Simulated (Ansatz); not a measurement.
```xyz
13

C     0.1622   -0.0460   -1.7158
C     0.5003    0.6913   -0.6444
N     1.1871    1.8863   -0.7342
Ga   -0.0689    0.0523    1.1256
C    -1.2358   -1.5127    1.3160
H    -0.4294   -0.9453   -1.6069
H     0.4515    0.2273   -2.7299
H     1.6712    2.0808   -1.5984
H     1.6845    2.1944    0.0829
H     0.4767    0.8348    2.3861
H    -1.5420   -1.9256    0.3543
H    -2.1326   -1.2430    1.8802
H    -0.7249   -2.2946    1.8845
```

Charge 0, multiplicity 1.

Question: List the ωB97M-V/def2-TZVPP orbital energies in eV (Ansatz 0.2.0). (Best estimate.)

Answer: The calculation gave: Occupied: -10153.11, -1256.63, -1110.83, -1110.71, -1110.69, -394.57, -281.96, -280.85, -280.71, -153.97, -106.51, -106.20, -106.16, -27.95, -25.61, -25.45, -25.44, -25.36, -25.31, -22.89, -21.62, -18.38, -17.02, -15.38, -14.02, -13.80, -13.45, -13.06, -12.21, -10.27, -10.00, -8.16. Lowest empty: 0.47, 2.32, 2.63, 3.17, 3.43, 4.06, 4.34, 4.64.
